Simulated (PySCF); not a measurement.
# Excitation energy of Br⁺ by level of theory

Br⁺ [Ar] 3d10 4s2 4p4 (3P) → Br⁺ [Ar] 3d10 4s1 4p5 (3P), as a difference of total energies. Computed with PySCF 2.14 in aug-cc-pVQZ-PP with one added diffuse shell each of s, p, d, f, g type with ECP10MDF (8s7p6d4f3g, 114 functions), with a scalar-relativistic core potential. Correlated levels: valence: 3s2 3p6 3d10 frozen. The calculations carry no spin-orbit coupling.

| method | excitation energy (eV) | error (eV) |
| --- | --- | --- |
| UHF | 14.277 | +2.353 |
| LDA | 13.011 | +1.087 |
| PBE | 12.898 | +0.974 |
| PBE0 | 13.262 | +1.338 |
| r2SCAN | 13.112 | +1.188 |
| r2SCAN0 | 13.396 | +1.472 |
| B97-3 | 13.238 | +1.314 |
| BHandHLYP | 13.676 | +1.752 |
| MP2 (valence) | 13.164 | +1.240 |
| SCS-MP2 (valence) | 13.020 | +1.096 |

Reference: 11.924 eV (measured; NIST levels, between the centres of gravity of the two terms).

Errors of the correlated levels include the incompleteness of this basis and the frozen core.
